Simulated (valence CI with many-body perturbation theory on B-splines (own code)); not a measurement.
Results of a calculation; reference values are marked as such.
# From CI to CI+MBPT in Lu47+

Level of theory: relativistic CI+MBPT: six valence electrons over a frozen Dirac-Fock core [Ar], radial functions for each j: 7 s, 7 p, 8 d, 6 f, 4 g, 1 h, with the one-electron correlation potential Σ1 (screened to all orders), the two-electron term Σ2, the three-electron term Σ3, Breit, model QED; selected single and double excitations, second order for the rest, scaled by the run's own slope (own B-spline code, finite nucleus).

No measured spectrum was set against this ion. As an estimate, large intervals hold to a few tenths of a per cent, small ones and those within an open d or f shell to about a per cent. Core correlation moves these levels by up to 14000 cm⁻¹, and in measured spectra 5 to 20 % of such shifts remained as error; rates that hang on mixing are uncertain with them. Among the levels kept, up to 1000 cm⁻¹ of a level comes from second order outside the variational space, and about a tenth of that is noise between levels of different J, which matters for small intervals. The list stops below the first excitations out of the core. Only levels of the ground parity were solved; by the run's estimate the other parity begins above the list, which can be wrong where configurations are misplaced.

Each rung adds one term. CI alone is the Dirac-Coulomb CI over the frozen core; QED comes last and gives the full result, which names the levels. Energies are above (3d3/2^4 3d5/2^2) J=4 on the same rung, in eV.

Levels are named by their leading jj configuration (3d3/2^4 stands for four electrons in 3d with j = 3/2), which in mixed levels can hold well under half, so a name can repeat and another be missing. Letters in brackets count levels of one name in rising energy.

```tsv
Level	CI alone	Σ1	Σ2	Σ3	Breit	QED	Full
(3d3/2^4 3d5/2^2) J=2	7.16	+0.005	-0.466	-0.127	+0.627	+0.001	7.20
(3d3/2^4 3d5/2^2) J=0	23.04	+0.030	-0.678	-0.026	+1.164	+0.013	23.55
(3d3/2^3 3d5/2^3) J=3 [a]	50.41	+0.238	+0.472	+0.181	-0.929	+0.158	50.53
(3d3/2^3 3d5/2^3) J=4 [a]	52.43	+0.230	+0.575	+0.113	-1.259	+0.152	52.24
(3d3/2^3 3d5/2^3) J=1 [a]	54.75	+0.241	+0.257	+0.106	-0.428	+0.159	55.08
(3d3/2^3 3d5/2^3) J=6	61.47	+0.238	+0.845	-0.148	-2.883	+0.154	59.67
(3d3/2^3 3d5/2^3) J=5	60.90	+0.236	+0.556	+0.016	-2.163	+0.154	59.70
(3d3/2^3 3d5/2^3) J=2 [a]	66.83	+0.241	-0.122	-0.124	-0.979	+0.154	66.00
(3d3/2^3 3d5/2^3) J=3 [b]	68.21	+0.245	-0.017	+0.098	-1.360	+0.157	67.34
(3d3/2^3 3d5/2^3) J=0	77.41	+0.238	-0.781	+0.273	-0.867	+0.149	76.43
(3d3/2^3 3d5/2^3) J=4 [b]	81.25	+0.258	-0.063	-0.049	-1.518	+0.161	80.04
(3d3/2^3 3d5/2^3) J=2 [b]	81.14	+0.264	-0.394	+0.169	-0.877	+0.166	80.46
(3d3/2^3 3d5/2^3) J=1 [b]	80.97	+0.255	-0.575	+0.228	-0.264	+0.160	80.78
(3d3/2^3 3d5/2^3) J=3 [c]	83.71	+0.250	-0.491	+0.073	-0.896	+0.154	82.80
(3d3/2^2 3d5/2^4) J=2 [a]	106.89	+0.470	+0.775	+0.064	-1.827	+0.311	106.68
(3d3/2^2 3d5/2^4) J=0 [a]	109.43	+0.468	+0.649	+0.302	-1.469	+0.308	109.69
(3d3/2^2 3d5/2^4) J=4 [a]	113.61	+0.472	+0.938	-0.023	-2.749	+0.310	112.56
(3d3/2^2 3d5/2^4) J=3 [a]	116.59	+0.469	+0.511	+0.191	-2.237	+0.306	115.83
(3d3/2^2 3d5/2^4) J=5	118.17	+0.477	+1.023	-0.017	-3.508	+0.312	116.46
```

The middle columns are the shifts that each term adds.

(1) How does the ionisation energy move along the ladder, and which term matters most?

Results:

(1) CI alone 4072.2, + Σ1 4074.4, + Σ2 4087.3, + Σ3 4087.6, + Breit 4085.9, + QED 4086.0 eV. The largest step is Σ2, 12.9 eV. NIST lists 4086 ± 4 eV (theoretical).
